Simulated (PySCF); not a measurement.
## ECD: `C[Si@@H]1OC[C@@H](C#N)O1`, C$_{4}$H$_{7}$NO$_{2}$Si

Geometry:
```tsv
atom	x (Å)	y (Å)	z (Å)
C1	2.519	-0.087	-0.554
Si2	0.695	0.371	-0.626
O3	0.157	1.153	0.719
C4	-0.923	0.519	1.321
C5	-1.301	-0.722	0.457
C6	-2.535	-0.459	-0.260
N7	-3.494	-0.228	-0.837
O8	-0.257	-0.962	-0.438
H9	2.745	-0.805	0.229
H10	3.115	0.801	-0.381
H11	2.833	-0.512	-1.500
H12	0.285	1.130	-1.804
H13	-0.635	0.208	2.330
H14	-1.765	1.215	1.387
H15	-1.443	-1.615	1.080
```

Method used: PySCF 2.14.0, TDDFT LC-wPBE/aug-cc-pVDZ circular dichroism and optical rotation, one conformer, gas phase. Geometry: GFN2-xTB.

(1) What are the CIP labels of the stereocentres?

(2) Which excitations and rotatory strengths does the calculation give?

Answers

(1) Si2 R, C5 R.

(2) Rotatory strengths R in 10⁻⁴⁰ esu² cm², velocity form and length form (origin at the centre of mass); f in length form.
```
state  E (eV)  λ (nm)       f  R (velocity)  R (length)                                      main
    1    7.58     164  0.0008          -3.3        -3.3   HOMO−2→LUMO+11 0.15, HOMO−2→LUMO+8 0.14
    2    7.78     159   0.003         +12.2       +11.8          HOMO→LUMO 0.17, HOMO→LUMO+8 0.13
    3    7.94     156   0.006         -14.9       -15.5          HOMO→LUMO 0.19, HOMO→LUMO+7 0.19
    4    8.11     153   0.012         +21.2       +21.2      HOMO−1→LUMO 0.14, HOMO−1→LUMO+8 0.11
    5    8.25     150   0.003          -5.7        -5.6                       HOMO−3→LUMO+11 0.08
    6    8.34     149   0.007          -2.5        -2.5  HOMO−3→LUMO+13 0.17, HOMO−3→LUMO+14 0.10
    7    8.54     145   0.125         -20.3       -20.2        HOMO→LUMO+1 0.35, HOMO→LUMO+9 0.08
    8    8.59     144   0.007          +4.3        +4.9      HOMO→LUMO+7 0.12, HOMO−1→LUMO+1 0.10
    9    8.74     142   0.049         -26.8       -27.1          HOMO→LUMO 0.16, HOMO−1→LUMO 0.12
   10    8.81     141   0.029         -18.5       -17.9        HOMO→LUMO+2 0.36, HOMO→LUMO+3 0.24
   11    8.91     139   0.011         +27.8       +27.5                          HOMO−2→LUMO 0.28
   12    9.05     137   0.017         +16.4       +15.6        HOMO→LUMO+3 0.13, HOMO→LUMO+6 0.10
   13    9.15     136   0.042         -12.0       -11.3      HOMO−1→LUMO+3 0.11, HOMO→LUMO+5 0.08
   14    9.26     134   0.051         +14.1       +12.9      HOMO−1→LUMO+2 0.11, HOMO→LUMO+5 0.10
   15    9.29     133  0.0007          +3.4        +3.9                        HOMO−2→LUMO+1 0.08
   16    9.35     133   0.036          -8.3        -8.0     HOMO−1→LUMO+14 0.14, HOMO−1→LUMO 0.09
```

Among the states computed, the strongest CD band (largest |R|) is state 11. The largest dissymmetry factor in size, g = 4R/(D+G), with D and G the electric and magnetic dipole strengths, is +0.065 for state 15 (velocity form, f = 0.0007), among bands with |R| over 0.5. The mirror image has the same energies and oscillator strengths and all R with the opposite sign.
